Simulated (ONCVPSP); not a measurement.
**Transferability test, ONCV potential for B**

ONCVPSP 4.0.1 input, shortened (lines: element, Z, core and valence counts, functional; n l f; lmax; l rc ep ncon nbas qcut; lloc lpopt rc5 dvloc0; l nproj debl; icmod fcfact rcfact), Wu-Cohen, scalar-relativistic:

```
  B 5.00    1    2  -118130      upf
    1    0    2.00
    2    0    1.50
    2    1    1.50
    1
    0    1.35    0.00    3    8    4.00
    1    2.60    0.00    5    8    6.40
    0    5    1.35    0.00
    0    0    1.40
    1    1    2.50
    2    0.65    0.95
```

Energies are relative to the spin-unpolarised reference configuration 2s1.5 2p1.5; without spin polarisation the order of configurations can differ from experiment.

```tsv
valence configuration	charge	ΔE all-electron (eV)	error AE − PS (meV)
2s2 2p1	0	-2.916	-1.7
2s0 2p3	0	8.773	-7.9
```

Problem. What are ΔE and the potential's error for 2s2 2p0?

Solution. ΔE = 5.231 eV all-electron; the error (AE − PS) is +43 meV.

Problem. What are ΔE and the potential's error for 2s1 2p0?

Solution. ΔE = 30.535 eV all-electron; the error (AE − PS) is +164 meV.

Levels in the configuration 2s1 2p0:

| level | all-electron (eV) | pseudo (eV) |
| --- | --- | --- |
| 2s | -31.324 | -31.160 |
